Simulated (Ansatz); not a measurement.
The same molecule with X = F, Cl, Br. Ansatz, PBE0-D4/def2-TZVP geometries, multiplicity 1. Each molecule was computed in one conformer, which needn't be the lowest.

Scalar relativity is left out up to krypton.

```
 X           molecule  mean X–Si bond length / Å  HOMO energy (PBE/def2-TZVPP) / eV  LUMO energy (ωB97M-V/def2-TZVPP) / eV  LUMO energy (B3LYP/def2-TZVPP) / eV
 F   `O[SiH2][SiH2]F`                      1.609                              -6.96                                   0.71                                -1.21
Br  `O[SiH2][SiH2]Br`                      2.247                              -6.69                                   0.65                                -1.30
```

Question: Give the row for X = Cl, `O[SiH2][SiH2]Cl`. (Estimate.)

Answer: The calculation gave: 
```tsv
X	molecule	mean X–Si bond length / Å	HOMO energy (PBE/def2-TZVPP) / eV	LUMO energy (ωB97M-V/def2-TZVPP) / eV	LUMO energy (B3LYP/def2-TZVPP) / eV
Cl	`O[SiH2][SiH2]Cl`	2.078	-6.71	0.79	-1.17
```

From F to Br the mean X–Si bond length rises at each step, by 0.638 Å in all; the HOMO energy (PBE/def2-TZVPP) rises at each step, by 0.27 eV in all; the LUMO energy (ωB97M-V/def2-TZVPP) isn't monotonic: highest at Cl, lowest at Br; the LUMO energy (B3LYP/def2-TZVPP) isn't monotonic: highest at Cl, lowest at Br. Bonds lengthen as the atom grows down the group.

B3LYP here is the variant with VWN-RPA as its local correlation; programs differ in this.

Spin–orbit coupling is left out; it splits and shifts lone-pair levels of the heavy atoms by tenths of an eV.
